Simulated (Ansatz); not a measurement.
`CC(C)[O][MgH]` and `CC(C)[O][InH][NH2]` differ in one atom or group.

Ansatz, PBE0-D4/def2-TZVP geometries, multiplicity 1. Each molecule was computed in one conformer, which needn't be the lowest.

Elements past krypton have def2 core potentials.

```csv
property,`CC(C)[O][MgH]`
HOMO–LUMO gap (PBE0/def2-TZVPP) / eV,6.53
LUMO energy (PBE0/def2-TZVPP) / eV,-0.56
LUMO energy (PBE/def2-TZVPP) / eV,-1.29
HOMO–LUMO gap (ωB97M-V/def2-TZVPP) / eV,10.24
zero-point energy (PBE0-D4/def2-TZVP) / kJ/mol,269.6
LUMO energy (B3LYP/def2-TZVPP) / eV,-0.83
```

Task: What does the change do to each property? (An estimate is asked.)

Result: The calculation gave: 
```json
{"property": "HOMO–LUMO gap (PBE0/def2-TZVPP) / eV", "`CC(C)[O][InH][NH2]`": "6.15", "shift": "-0.38"}
{"property": "LUMO energy (PBE0/def2-TZVPP) / eV", "`CC(C)[O][InH][NH2]`": "-0.85", "shift": "-0.29"}
{"property": "LUMO energy (PBE/def2-TZVPP) / eV", "`CC(C)[O][InH][NH2]`": "-1.55", "shift": "-0.26"}
{"property": "HOMO–LUMO gap (ωB97M-V/def2-TZVPP) / eV", "`CC(C)[O][InH][NH2]`": "9.90", "shift": "-0.34"}
{"property": "zero-point energy (PBE0-D4/def2-TZVP) / kJ/mol", "`CC(C)[O][InH][NH2]`": "336.8", "shift": "67.2"}
{"property": "LUMO energy (B3LYP/def2-TZVPP) / eV", "`CC(C)[O][InH][NH2]`": "-1.12", "shift": "-0.29"}
```

With PBE0 the HOMO rises by 0.09 eV and the LUMO falls by 0.29 eV, so the gap narrows by about 0.38 eV. PBE moves the HOMO by 0.08 eV and ωB97M-V by 0.14 eV. The zero-point energy changes by 67.2 kJ/mol with +9 modes.

B3LYP here is the variant with VWN-RPA as its local correlation; programs differ in this.
